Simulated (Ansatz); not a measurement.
Co (SMILES [Co]), quartet.

Here is a job for Ansatz (a program for electronic structure).
Ansatz 0.2 input:
```yaml
crystal:
  periodic: [false, false, false]
  atoms:
    - {symbol: Co, position_ang: [0.00000000, 0.00000000, 0.00000000]}
basis:
  gaussian:
    orbitals: 6-31G
hamiltonian:
  xc: pbe0
magnetization: {spin_polarized: true, initial_magnetization: 3}
```

Q: Give the <S^2> at the level PBE0/6-31G in Ansatz.

A: 3.754

Q: What is the computed total energy (PBE0/6-31G)?

A: -1382.2752 Eh

Q: Estimate the number of basis functions that PBE0/6-31G returns for this input.

A: 29
